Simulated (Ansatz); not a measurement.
Ansatz (a first-principles code) input:

Ansatz 0.2 input:
```yaml
crystal:
  periodic: [false, false, false]
  atoms:
    - {symbol: Ca, position_ang: [-0.21082395, 0.26719848, 0.34195618]}
    - {symbol: F, position_ang: [0.02685121, 1.03586140, -1.54920287]}
    - {symbol: F, position_ang: [0.44164646, -1.62963580, 0.78930026]}
basis:
  gaussian:
    orbitals: def2-TZVP
hamiltonian:
  xc: b3lyp
  dispersion: d3bj
total_charge: -1
magnetization: {spin_polarized: true, initial_magnetization: 1}
phonons: {temperatures: {t_min: 298.15, t_max: 298.15, t_step: 100}}
```

Problem. Which total energy does the run end on?

Solution. -877.56841 Eh (B3LYP-D3(BJ)/def2-TZVP). The basis has 98 functions.
